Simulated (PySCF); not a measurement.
Electric field gradients and quadrupole coupling constants

Compound: C5H8F4O.
Geometry (PBE0-D3(BJ)/def2-SVP, Å), atoms numbered from 1 in this order:
```xyz
18
C5H8F4O angstrom
F     -2.707   -1.129   -0.661
C     -2.546   -0.192    0.336
C     -1.685    0.946   -0.159
C     -0.312    0.493   -0.603
O      0.348   -0.072    0.510
C      1.432   -0.886    0.237
C      2.714   -0.120   -0.036
F      3.727   -0.977   -0.189
F      2.632    0.613   -1.155
F      3.018    0.708    0.961
H     -3.543    0.169    0.640
H     -2.068   -0.685    1.198
H     -1.584    1.690    0.648
H     -2.182    1.449   -1.004
H      0.259    1.342   -1.015
H     -0.412   -0.264   -1.404
H      1.621   -1.510    1.124
H      1.256   -1.555   -0.627
```

Field gradients from the PBE0/pcSseg-1 density (PySCF, non-relativistic), principal values in atomic units, ordered |Vxx| ≤ |Vyy| ≤ |Vzz|:

| atom | Vxx | Vyy | Vzz |
| --- | --- | --- | --- |
| O5 | -0.1008 | -1.9341 | 2.0349 |

Question: Find the asymmetry η = (Vxx − Vyy)/Vzz and the couplings χ = eQV/h (234.96 MHz × Q in barn × V in au), with Q(17O) = −0.0256 b.

Answer: 
```csv
atom,environment,nucleus,η,χzz (MHz),χxx (MHz),χyy (MHz)
O5,ether oxygen,17O,0.90,-12.24,0.61,11.63
```

At O5 η is above 0.9: Vyy and Vzz are nearly equal in size and opposite in sign, so a small change could swap them and flip the sign of χzz. 

Question: What is Vzz at O5 in SI units (1 au = 9.71736 × 10²¹ V/m²)?

Answer: 2.0349 au = 19.774 × 10²¹ V/m².

Question: And the gradient at the other heavy atoms, for which no coupling is worked out here?

Answer: 
| atom | environment | Vzz (au) | η |
| --- | --- | --- | --- |
| F1 | alkyl fluorine | 3.040 | 0.04 |
| C2 | sp3 C–F carbon | 0.547 | 0.12 |
| C3 | chain CH2 carbon | 0.036 | 0.93 |
| C4 | sp3 carbon bound to oxygen | 0.410 | 0.10 |
| C6 | sp3 carbon bound to oxygen | 0.306 | 0.57 |
| C7 | CF3 carbon | -0.479 | 0.04 |
| F8 | fluorine of a CF3 group | 2.853 | 0.03 |
| F9 | fluorine of a CF3 group | 2.866 | 0.05 |
| F10 | fluorine of a CF3 group | 2.886 | 0.05 |

Were the hydrogens deuterons (Q(2H) = 0.00286 b), χzz would run from 178 kHz (H18) to 191 kHz (H14 and H13).

Geometry: PBE0-D3(BJ)/def2-SVP, one conformer, isolated molecule. A larger basis could move these couplings by a tenth or more.
